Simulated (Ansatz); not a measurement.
Species: bromo(trifluoro)germane, sum formula GeBrF3, net charge 0, singlet state. 
Structure (B3LYP-D3(BJ)/def2-TZVP (Ansatz, a program for electronic structure) minimum search):
SMILES: [F][Ge]([F])([Br])[F]
```xyz
5

F     -1.3656    -0.7238    -1.3445
Ge    -0.6569     0.0243     0.0223
F     -1.2303     1.6365     0.0681
F     -1.2740    -0.7694     1.4076
Br     1.5957    -0.0591    -0.0541
```

Wanted: vertical electron affinity (to the doublet state of charge -1; a negative value means that the extra electron is unbound and the number depends on the basis; each state is the SCF solution reached for its spin; the molecule has degenerate orbitals, so one determinant may break the symmetry), in eV. Correlated levels leave the core frozen unless marked. Open shells are spin-unrestricted. Spin-orbit coupling is left out. The frozen core is the preceding noble-gas configuration, with the filled d and f shells of earlier blocks. Non-relativistic. Anions need diffuse functions: aug- sets have them; def2-D sets add few. CBS marks a two-point X^-3 extrapolation of the correlation energy; Hartree-Fock from the larger set. The bracket is a focal-point correction in the basis named.

| level | program | vertical electron affinity (eV) |
|---|---|---|
| HF/aug-cc-pVDZ | Ansatz | -0.59 |
| SVWN5/def2-TZVPD | Ansatz | 0.93 |
| BHLYP/def2-TZVPD | Ansatz | 0.34 |
| CAM-B3LYP/def2-TZVPD | Ansatz | 0.58 |
| wB97M-V/def2-TZVPD | Ansatz | 0.38 |
| wB97X-V/def2-TZVPD | Ansatz | 0.26 |
| SCS-MP2/aug-cc-pVDZ | Ansatz | -0.05 |
| CCSD/aug-cc-pVDZ | Ansatz | 0.03 |
| CCSD/aug-cc-pVTZ | Ansatz | 0.05 |
| RI-MP2/CBS(aug-cc-pVTZ,aug-cc-pVQZ)+[CCSD(T)-MP2]/aug-cc-pVTZ | Ansatz | -0.06 |
